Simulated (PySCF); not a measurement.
Where the electron goes

Species: (F2Al-mu-Cl)2.
Cartesian coordinates in Å at the PBE0-D3(BJ)/def2-SVP level; atoms count from 1:
```
atom  x, y, z in Å
Al1    1.2276    0.7059   -0.7093
F2     1.2564    2.3541   -0.7134
F3     2.4002   -0.2226   -1.4048
Cl4    0.8360   -0.0226    1.3988
Al5   -1.1931   -0.7276    0.6883
F6    -2.3655    0.2001    1.3834
F7    -1.2219   -2.3760    0.6929
Cl8   -0.8015    0.0032   -1.4196
```

Level of theory: TDDFT CAM-B3LYP/def2-SVPD, vertical, gas phase, core orbitals frozen in the response in PySCF 2.14.0, density-fitted response routines.

Kohn–Sham orbitals with the atoms that hold most of them (Löwdin shares over 4%, at most four atoms; ? is withheld):

```
orbital  ε (eV)                               atoms
 LUMO+2    0.79  Cl4 26%, Cl8 26%, Al5 12%, Al1 12%
 LUMO+1    0.51  Al1 23%, Al5 23%, Cl4 17%, Cl8 17%
   LUMO   -0.64  Al5 31%, Al1 31%, Cl8 11%, Cl4 11%
   HOMO  -12.53                                   ?
 HOMO-1  -12.77                                   ?
 HOMO-2  -13.03    Cl4 42%, Cl8 42%, Al1 4%, Al5 4%
 HOMO-3  -13.29    Cl4 20%, Cl8 20%, F2 14%, F3 14%
```

Task: Which atoms hold the HOMO, and with what shares?

Result: Cl4 (bonded to 2 Al) 42%; Cl8 (bonded to 2 Al) 42%.

Task: Give the leading atoms of the HOMO-1.

Result: Cl8 (bonded to 2 Al) 33%; Cl4 (bonded to 2 Al) 33%; F2 (bonded to Al) 8%; F7 (bonded to Al) 8%. By element: chlorine 66%, fluorine 16% or more.

Task: How does S1 compare with the orbital gap of 11.89 eV?

Result: S1 is at 8.62 eV (f = 0.0000), 3.26 eV below the gap, made of HOMO→LUMO (88%). Without the coupling terms of the response equations the lowest excitation would equal the gap.

Task: Give energy, strength and leading configuration of S1, S2 and S4, and follow the Löwdin shares of the leading atoms from the occupied to the empty orbital.

Result: 
- S1 (8.62 eV, f 0.0000), HOMO→LUMO (88%): Cl4 42% → 11%, Cl8 42% → 11%, Al5 at most 4% → 31%, Al1 at most 4% → 31%
- S2 (8.85 eV, f 0.033), HOMO-1→LUMO (84%): Cl8 33% → 11%, Cl4 33% → 11%, Al5 at most 8% → 31%, Al1 at most 8% → 31%
- S4 (9.33 eV, f 0.193), HOMO-2→LUMO (91%): Cl4 42% → 11%, Cl8 42% → 11%, Al5 4% → 31%, Al1 4% → 31%

Löwdin shares depend on the basis, the more so with diffuse functions.

One conformer stands for the species.
